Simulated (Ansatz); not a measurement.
`[OH][Ta]([Cl])([Cl])([Cl])[Cl]` + H–F → `[F][Ta]([Cl])([Cl])([Cl])[Cl]` + H₂O at 298.15 K and 1 bar (ligand exchange at a Ta–O bond).

Computed with Ansatz on PBE0-D4/def2-TZVP structures; ΔE is electronic, products minus reactants. CCSD(T)/CBS is the MP2 limit (def2-TZVPP, def2-QZVPP) plus CCSD(T) − MP2 in def2-TZVPP, frozen cores. This one scheme is used for every species. def2 core potentials past Kr. For Ta outer-core shells are correlated without core-valence functions, which leaves a few kJ/mol of doubt a bond. One conformer a species, not always the lowest.

| species | CCSD(T)/CBS energy (Eh) | H − E (kJ/mol) | S (J/(mol·K)) |
| --- | --- | --- | --- |
| `[OH][Ta]([Cl])([Cl])([Cl])[Cl]` | -1972.06199 | 75.0 | 430.8 |
| H–F | -100.39570 | 33.5 | 173.6 |
| `[F][Ta]([Cl])([Cl])([Cl])[Cl]` | -1996.08714 | 45.3 | 405.6 |
| H₂O | -76.37941 | 66.4 | 188.7 |

H − E and S are ideal-gas, rigid-rotor, harmonic terms from PBE0-D4/def2-TZVP, for one conformer and one mirror image of each species. 1 Eh = 2625.50 kJ/mol, R = 8.31446 J/(mol·K).

Q: By hand: ΔE, ΔH, ΔS and ΔG.

A: ΔE = (-1996.08714) + (-76.37941) − (-1972.06199) − (-100.39570) = -0.00886 Eh = -23.3 kJ/mol. Δ(H − E) = 45.3 + 66.4 − 75.0 − 33.5 = 3.2, so ΔH = -20.1 kJ/mol. ΔS = 405.6 + 188.7 − 430.8 − 173.6 = -10.1 J/(mol·K). ΔG = -20.1 − 298.15 × (-10.1)/1000 = -17.1 kJ/mol.

Q: By hand: the equilibrium constant, and the temperature at which ΔG would vanish if ΔH and ΔS stayed fixed.

A: log₁₀ K = −ΔG/(RT ln 10) = 3.0. ΔG = 0 at ΔH/ΔS = 1990 K, though so small a ΔS makes that figure unsure.

The number of gas molecules stays the same, so ΔS is small and ΔH decides. A doubt of 5 kJ/mol in ΔE shifts log₁₀ K by 0.9 here. Other conformers and mirror images would add mixing entropy, several J/(mol·K) or more a flexible species. Modes under 60 cm⁻¹, often nearly free rotors, make the harmonic entropy too high. These are equilibria of isolated gas molecules and say nothing of rates. Largest T1 diagnostic: 0.018 (customary marks: 0.02 for closed shells, 0.045 for open ones).
